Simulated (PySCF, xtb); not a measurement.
In(F)(Cl)(NH2) (ClFH2InN), SMILES [NH2][In]([F])[Cl].

xtb 6.7.1 with GFN2-xTB at its own geometry gives an orbital gap of 2.70 eV and a dipole moment of 3.51 D.

Geometry optimised at B3LYP-D3(BJ)/def2-SVP. The def2 effective core potentials stand for the cores of In; spin–orbit coupling is left out. The values are those of a single conformer.

Task: What does PySCF with ωB97X/def2-TZVPD give? (The exact figures need the calculation; the answer reports its results.)

Result: gap 10.18 eV (levels -10.78 and -0.60 eV), dipole 3.39 D.
